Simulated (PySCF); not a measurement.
C2H4F2Si, SMILES [SiH3]/C(=C\F)F. Atoms are numbered in the order given.

```xyz
9

F      1.0327     1.8156     0.0000
C     -0.2287     1.3753     0.0000
C     -0.5132     0.0686     0.0000
F     -1.8271    -0.2718     0.0000
Si     0.6881    -1.3870     0.0000
H     -0.9842     2.1671     0.0000
H      2.0828    -0.8767     0.0000
H      0.4343    -2.2148     1.2118
H      0.4343    -2.2148    -1.2118
```
Charge 0, spin multiplicity 1.

Geometry optimised at B3LYP-D3(BJ)/def2-SVP. The structure was generated by enumeration; whether it is a known compound was not checked.

Method: PBE/pcSseg-1 run with PySCF.

GIAO shieldings, no solvent; atoms alike by connectivity are averaged. δ = σ(ref) − σ: ¹⁹F against CFCl3 (σ = 133.6 ppm); ¹³C against TMS (σ = 182.0 ppm); ²⁹Si against TMS (σ = 335.4 ppm); ¹H against TMS (σ = 31.49 ppm), references at their B3LYP-D3(BJ)/def2-TZVP geometries, non-relativistic.

```
nucleus       atoms  count  δ (ppm)
-------  ----------  -----  -------
¹⁹F              F1      1   -176.8
¹⁹F              F4      1   -193.0
¹³C              C2      1    165.6
¹³C              C3      1    163.4
²⁹Si            Si5      1    -92.6
¹H               H6      1     8.16
¹H       H7, H8, H9      3     4.57
```
